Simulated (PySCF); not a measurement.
Ligands exchanged one at a time, Si NH2-C2H5. Isolated molecules, 0 K electronic values unless said otherwise. One relaxed conformer stands for each flexible species; it need not be the lowest. Strings in code marks are SMILES.

The four lowest singlet excitations (Tamm–Dancoff). All values below come from PBE-D3(BJ)/def2-TZVP // B3LYP-D3(BJ)/def2-SVP (PySCF). Excitations are Tamm–Dancoff values on a coarser integration grid. The basis has no diffuse functions, so Rydberg states are missing or too high.

```csv
state,energy (eV),wavelength (nm),oscillator strength
S1,5.49,226,0.031
S2,5.61,221,0.028
S3,6.02,206,0.032
S4,6.33,196,0.029
```

Say which member gives these states.
A. `N[Si](N)(N)N`
B. `CC[Si](N)(CC)CC`
C. `CC[Si](N)(N)N`

C, `CC[Si](N)(N)N`
